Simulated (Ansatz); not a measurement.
C₃H₇NSi, SMILES `C=C1[SiH2]N1C`, charge 0, multiplicity 1.

Question: Give a relaxed structure at PBE0-D4/def2-TZVP (Ansatz 0.2.0). (An estimate is asked.)

Answer: Computed: 
```xyz
12

C    -0.6426    1.5401    1.0388
C    -0.1498    0.3243    0.8193
Si    0.5040   -1.3409    1.1033
N     0.1830   -0.4264   -0.2975
C     0.0834   -0.0916   -1.6827
H    -0.8857    2.2100    0.2201
H    -0.8125    1.8895    2.0474
H    -0.3609   -2.5016    1.4257
H     1.9113   -1.6003    1.4922
H     0.6904    0.7910   -1.9158
H    -0.9543    0.1301   -1.9576
H     0.4337   -0.9242   -2.2932
```
Point group Cs.
This is one stationary point; other conformers may exist.
